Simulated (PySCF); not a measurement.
PBE0 on Al⁻ (aluminium, charge -1), [Ne] 3s2 3p2, high-spin 3P determinant. All numbers are calculated (PySCF 2.14, the spin-free X2C one-electron Hamiltonian (Gaussian nucleus), in aug-cc-pCVTZ-DK).

```
cycle= 1 E= -242.713276351802  delta_E= -0.00522  |g|= 0.0116  |ddm|= 0.274
cycle= 2 E= -242.71345455531  delta_E= -0.000178  |g|= 0.00598  |ddm|= 0.0823
cycle= 3 E= -242.713518376676  delta_E= -6.38e-05  |g|= 0.00285  |ddm|= 0.044
cycle= 4 E= -242.713524816549  delta_E= -6.44e-06  |g|= 0.000636  |ddm|= 0.00661
cycle= 5 E= -242.713525467429  delta_E= -6.51e-07  |g|= 5.93e-05  |ddm|= 0.003
cycle= 6 E= -242.713525476462  delta_E= -9.03e-09  |g|= 1.02e-05  |ddm|= 0.000332
cycle= 7 E= -242.71352547665  delta_E= -1.88e-10  |g|= 1.05e-06  |ddm|= 0.000105
converged SCF energy = -242.71352547665  <S^2> = 2.0055512  2S+1 = 3.0036985
```

Highest occupied orbital energy: 0.810 eV; ⟨L²⟩ = 2.02; populations by l: s 6.00, p 8.00, d 0.00, f 0.00.

**Question.** Can this result be used?

**Answer.** With care. The run converged. At PBE0 the highest occupied level has a positive energy, so only the finite basis holds that electron; in a semilocal or global hybrid functional this comes from self-interaction and does not mean that the real anion is unbound.
